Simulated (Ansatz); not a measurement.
Series SeX2: PBE0-D4/def2-SVP single points in Ansatz on relaxed structures, gas phase. Binding counts from free atoms in the multiplicity of their measured ground term, without zero-point energy. The structures are stationary points that may keep the symmetry of their start.

Estimate the order by gap (eV), lowest first.
A. Se(SiH3)2 (Si2H6Se) (singlet)
B. SeH2 (H2Se) (singlet)
C. SeF2 (singlet)
D. SeMe2 (C2H6Se) (singlet)
E. Se(GeH3)2 (Ge2H6Se) (singlet)
F. SeBr2 (singlet)
G. SeCl2 (singlet)
H. Se(CCH)2 (C4H2Se) (singlet)
I. Se(CN)2 (C2SeN2) (singlet)

F (3.72), G (4.47), C (4.89), H (6.16), I (6.44), E (6.58), D (6.74), A (6.94), B (7.21).

In full:

```tsv
species	atoms	state	geometry	HOMO (eV)	LUMO (eV)	gap (eV)	binding per atom (eV)	point group (within 0.1 Å)
SeBr2	3	singlet	PBE-D4/def2-TZVP	-6.88	-3.16	3.72	1.60	C2v
SeCl2	3	singlet	PBE0-D4/def2-TZVP	-6.87	-2.40	4.47	1.77	C2v
SeH2 (H2Se)	3	singlet	PBE-D4/def2-TZVP	-6.91	0.30	7.21	2.31	C2v
SeF2	3	singlet	r2SCAN-D4/def2-TZVP	-7.01	-2.12	4.89	2.28	C2v
Se(CN)2 (C2SeN2)	5	singlet	PBE0-D4/def2-SVP	-8.53	-2.09	6.44	4.74	C2v
Se(CCH)2 (C4H2Se)	7	singlet	PBE0-D4/def2-SVP	-6.61	-0.45	6.16	4.58	C2v
SeMe2 (C2H6Se)	9	singlet	PBE0-D4/def2-TZVP	-5.87	0.87	6.74	3.64	C2v
Se(GeH3)2 (Ge2H6Se)	9	singlet	PBE0-D4/def2-SVP	-6.78	-0.21	6.58	2.64	–
Se(SiH3)2 (Si2H6Se)	9	singlet	PBE0-D4/def2-SVP	-7.04	-0.10	6.94	2.89	–
```

The gap (eV) runs from 3.72 (SeBr2) to 7.21 (SeH2).
